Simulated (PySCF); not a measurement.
**Ionisation energy of Cr by level of theory**

Cr [Ar] 3d5 4s1 (7S) → Cr⁺ [Ar] 3d5 (6S), as a difference of total energies. Calculation: PySCF 2.14, in aug-cc-pVDZ; the non-relativistic Hamiltonian (point nucleus). Correlated levels: valence: [Ar] frozen. The calculations carry no spin-orbit coupling.

| method | ionisation energy (eV) |
| --- | --- |
| UHF | 5.911 |
| PBE | 7.214 |
| r2SCAN | 7.178 |
| MP2 (valence) | 6.354 |
| SCS-MP2 (valence) | 6.059 |

Question: How much does correlation contribute at MP2 (valence)?

Answer: 6.354 − (5.911) = 0.443 eV, measured against UHF.

These non-relativistic numbers lack the scalar-relativistic shift.

Errors of the correlated levels include the incompleteness of this basis and the frozen core.

For comparison: 6.767 eV (measured; NIST Atomic Spectra Database, ionization energies).
